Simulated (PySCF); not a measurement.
Isomers of C2HNO. Gas-phase values, no solvent. Strings in code marks are SMILES.

The T1 excitation (TDA) from two functionals at the same geometries (CAM-B3LYP-D3(BJ)/def2-TZVP), both in PySCF: PBE-D3(BJ)/def2-TZVP and CAM-B3LYP-D3(BJ)/def2-TZVP. Excitations are Tamm–Dancoff values on a coarser integration grid. The basis has no diffuse functions, so Rydberg states are missing or too high.

```csv
species,CAM-B3LYP-D3(BJ)/def2-TZVP (eV)
`N#CC=O`,3.26
`N=C=C=O`,0.39
`O=c1cn1`,3.03
```

Q: What does PBE-D3(BJ)/def2-TZVP give for each?

A: 
- `N#CC=O`: 2.94
- `N=C=C=O`: 0.33
- `O=c1cn1`: 2.45
Over these rows, drawn at random from the members with no instability flagged (it was tested for open shells, ions and some series alone), PBE minus CAM-B3LYP-D3(BJ): mean -0.32 eV, from -0.58 eV to -0.06 eV.
